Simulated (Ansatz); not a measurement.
Abridged output of a molecular run in Ansatz:

```
Functional definition: HF
1321 factors; integrals over basis functions are off by at most 1.2e-3 eV
mean field evaluation 1: about -23274.9645 eV, gradient 4.3e1 eV
mean field evaluation 2: about -23275.3663 eV, gradient 4.3e1 eV
mean field evaluation 4: about -23279.4327 eV, gradient 4.5e0 eV
mean field evaluation 8: about -23279.5293 eV, gradient 5.5e-1 eV
mean field evaluation 16: about -23279.5319 eV, gradient 5.8e-6 eV
mean field -23279.53192842 eV, -855.5070189358 hartree, gradient 5.8e-6 eV, S^2 0.000000; 0 other end points of the search recorded, 0 dependent functions left out
13 core orbitals not correlated: weight in the atoms' cores, before any rotation towards them, 1.000 or more for the frozen orbitals, at most 0.000 for the correlated occupied ones
reference -23279.53192842 eV, -855.5070189358 hartree; 14, 14 occupied and 192, 192 virtual orbitals, 1321 factors
second order -23.80502657 eV of doubles, -0.00000000 eV of singles
cycle   1  -23.70446669 eV  change    1.0e-1 eV  update   1.2e-1
cycle   2  -24.37235910 eV  change   -6.7e-1 eV  update   3.7e-2
cycle   3  -24.52412621 eV  change   -1.5e-1 eV  update   1.9e-2
cycle   4  -24.50519126 eV  change    1.9e-2 eV  update   4.6e-3
cycle   5  -24.50406693 eV  change    1.1e-3 eV  update   2.1e-3
cycle   6  -24.50456149 eV  change   -4.9e-4 eV  update   6.1e-4
cycle   7  -24.50417050 eV  change    3.9e-4 eV  update   2.6e-4
cycle   8  -24.50406743 eV  change    1.0e-4 eV  update   9.0e-5
cycle   9  -24.50411152 eV  change   -4.4e-5 eV  update   4.1e-5
cycle  10  -24.50410698 eV  change    4.5e-6 eV  update   1.7e-5
perturbative correction -1.19987689 eV, -0.0440946625 hartree
Total energy: -23305.23591228 eV, -856.4516229202 hartree
```

Its atoms:

```xyz
8

O     0.972   -0.124    1.963
C     0.333   -0.065    0.804
N     0.853    0.235   -0.327
Si   -0.668    0.054   -1.163
S    -1.413   -0.435    0.816
H     1.897    0.101    1.780
H    -1.235    1.294   -1.739
H    -0.739   -1.061   -2.134
```

(1) Which basis set was used?
A. def2-TZVPPD
B. def2-TZVPP
C. def2-SVPD
D. def2-QZVPP

(2) Write the keys of the input that set method, charge and spin (a neutral closed shell needs none for the last two).

## Answers

(1) B. It gives 219 functions.

(2) 
```yaml
correlation: {method: ccsd_t}
```
